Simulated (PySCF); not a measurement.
**Two-dimensional NMR puzzle**

Compound of formula C4H7N3O2Si. Correlations simulated from computed shifts and the bond graph:

HSQC (one-bond C–H):
```tsv
δH	δC
8.03	154.5
4.16	54.0
```

HMBC (two and three bonds, from the bond graph):
```tsv
δH	δC
8.03	164.4
5.20	154.5
4.16	167.1
```

Carbons without hydrogens: δ 167.1, 164.4.

[PySCF 2.14: geometry: GFN2-xTB; σ from GIAO-PBE0/pcSseg-1; one computed conformer; no relativistic terms; equivalent nuclei averaged; in vacuum]

References, each an isolated molecule treated in the same way: TMS for $^{1}$H (σref 31.72) and $^{13}$C (σref 186.93).

Exchangeable hydrogens are left out of these lists.

Task: Which molecule is this?

Result: `InChI=1S/C4H7N3O2Si/c1-9-4(8)3-5-2-7(10)6-3/h2H,1,10H3`.

Atom-mapped SMILES (the numbers label the heavy atoms): `[CH3:1][O:2][C:3](=[O:4])[c:5]1[n:6][cH:7][n:8]([SiH3:9])[n:10]1` (H(Xn): hydrogen on atom n).

- δC 167.1 is C3, an ester carbonyl carbon.
- δC 164.4 is C5, a substituted aromatic carbon next to a ring nitrogen.
- δC 154.5 is C7, an aromatic CH between two ring heteroatoms (δH 8.03).
- δC 54.0 is C1, a methyl carbon bonded to O (δH 4.16).
- HMBC from δH 8.03 reaches the proton-free carbon C5.
- HMBC from δH 4.16 reaches the proton-free carbon C3.

This is the structure that produced the data.

Shifts are as computed. Against solution values, carbons near 30 ppm lie about +3 ppm off and those near 130 ppm about +5 ppm. Of 1211 compounds with measured shifts, 218 miss one by over three times the rms of a fit or turn the order of signals round; such compounds aren't used in these exercises.
